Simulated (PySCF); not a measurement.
## Exercise with solution: entropy of an ideal gas

Al(Cl)2(SH) (AlCl₂HS), SMILES [Cl][Al]([SH])[Cl].

Geometry: B3LYP-D3(BJ)/def2-SVP. Other conformers were not sampled.

PySCF with B3LYP-D3(BJ)/def2-SVP gives the harmonic wavenumbers 128, 145, 193, 259, 369, 586, 606, 691, 2666 cm⁻¹ and the rotational temperatures 0.1037, 0.1033, 0.0518 K. The molar mass is 130.95 g/mol, the symmetry number 1, the spin multiplicity 1.

**Question.** Work out the entropy at 298.15 K and 1 atm in the rigid-rotor, harmonic-oscillator model.

**Answer.** 
Translation (Sackur–Tetrode at 1 atm): S = R[1.5 ln M + 2.5 ln T − 1.16487] = 169.5 J/(mol K).
Rotation: q = (√π/σ) T^1.5/√(θA θB θC) = 387000, S = R[ln q + 3/2] = 119.5 J/(mol K).
Vibration: with u = 1.4388 ν/T, each mode gives R[u/(e^u − 1) − ln(1 − e^−u)]:
```json
[
 {"ν (cm⁻¹)": "128", "modes": "1", "u": "0.62", "S (J/(mol K))": "12.45"},
 {"ν (cm⁻¹)": "145", "modes": "1", "u": "0.70", "S (J/(mol K))": "11.45"},
 {"ν (cm⁻¹)": "193", "modes": "1", "u": "0.93", "S (J/(mol K))": "9.20"},
 {"ν (cm⁻¹)": "259", "modes": "1", "u": "1.25", "S (J/(mol K))": "6.98"},
 {"ν (cm⁻¹)": "369", "modes": "1", "u": "1.78", "S (J/(mol K))": "4.54"},
 {"ν (cm⁻¹)": "586", "modes": "1", "u": "2.83", "S (J/(mol K))": "1.98"},
 {"ν (cm⁻¹)": "606", "modes": "1", "u": "2.92", "S (J/(mol K))": "1.84"},
 {"ν (cm⁻¹)": "691", "modes": "1", "u": "3.33", "S (J/(mol K))": "1.33"}
]
```
The stiffer modes add less than 0.005 each. Sum 49.8 J/(mol K).
Spin: R ln 1 = 0.0 J/(mol K).
Total 338.8 J/(mol K); the program's own thermochemistry gives 338.8. Translation makes up 50 % and vibration 15 %. Anharmonicity, hindered rotation and orbital degeneracy are left out.
